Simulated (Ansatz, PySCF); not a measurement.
Si(AsH2)2(H)2 (As2H6Si), SMILES [SiH2]([AsH2])[AsH2]. Atoms are numbered in the order given.

```xyz
9

Si    -0.1504    -0.9819     0.2521
As     1.7982    -0.2790    -0.8651
As    -1.7158     0.6906     0.7926
H      0.2639    -1.6513     1.5203
H     -0.8356    -1.9913    -0.6080
H      1.0100     0.5757    -1.8439
H      2.0104     0.8802     0.0946
H     -0.6405     1.6156     1.3384
H     -1.6433     1.3012    -0.5973
```

Coordinates come from a ωB97X-D3(BJ)/def2-SVP optimisation. This is a generated structure with no PubChem entry under its InChIKey; it may be hypothetical.

Two levels are set side by side: PBE-D3(BJ)/def2-SVP (Ansatz, a quantum-chemistry and plane-wave program) and ωB97X-D3(BJ)/def2-SVP (PySCF). Each level has its own optimised geometry; the coordinates shown are those of the second. Frequencies come from the Hessian of PySCF at each geometry. Differences are taken from unrounded values.

```json
[
 {"quantity": "mean bond length (Å)", "ωB97X-D3(BJ)": "1.721"},
 {"quantity": "bond Si1–As2 (Å)", "ωB97X-D3(BJ)": "2.354"},
 {"quantity": "bond Si1–As3 (Å)", "ωB97X-D3(BJ)": "2.354"},
 {"quantity": "bond Si1–H4 (Å)", "ωB97X-D3(BJ)": "1.493"},
 {"quantity": "bond Si1–H5 (Å)", "ωB97X-D3(BJ)": "1.493"},
 {"quantity": "bond As2–H6 (Å)", "ωB97X-D3(BJ)": "1.520"},
 {"quantity": "bond As2–H7 (Å)", "ωB97X-D3(BJ)": "1.520"},
 {"quantity": "bond As3–H8 (Å)", "ωB97X-D3(BJ)": "1.520"},
 {"quantity": "bond As3–H9 (Å)", "ωB97X-D3(BJ)": "1.520"},
 {"quantity": "highest harmonic wavenumber (cm⁻¹)", "ωB97X-D3(BJ)": "2275"},
 {"quantity": "mean harmonic wavenumber (cm⁻¹)", "ωB97X-D3(BJ)": "1050"},
 {"quantity": "zero-point energy (kcal/mol)", "ωB97X-D3(BJ)": "31.53"}
]
```

Problem. What does PBE-D3(BJ) give, and how far is it from ωB97X-D3(BJ)? (Estimate from the structure and the level; the computed values follow.)

Solution. 
```
quantity                            PBE-D3(BJ)  PBE-D3(BJ) minus ωB97X-D3(BJ)
----------------------------------  ----------  -----------------------------
mean bond length (Å)                     1.746                          0.024
bond Si1–As2 (Å)                         2.394                          0.040
bond Si1–As3 (Å)                         2.394                          0.040
bond Si1–H4 (Å)                          1.507                          0.015
bond Si1–H5 (Å)                          1.507                          0.015
bond As2–H6 (Å)                          1.541                          0.022
bond As2–H7 (Å)                          1.541                          0.022
bond As3–H8 (Å)                          1.541                          0.022
bond As3–H9 (Å)                          1.541                          0.022
highest harmonic wavenumber (cm⁻¹)        2158                           -117
mean harmonic wavenumber (cm⁻¹)            988                            -62
zero-point energy (kcal/mol)             29.66                          -1.87
```

Exact exchange shortens and stiffens bonds; PBE has none. Differences between two approximate levels are no errors against the true value.
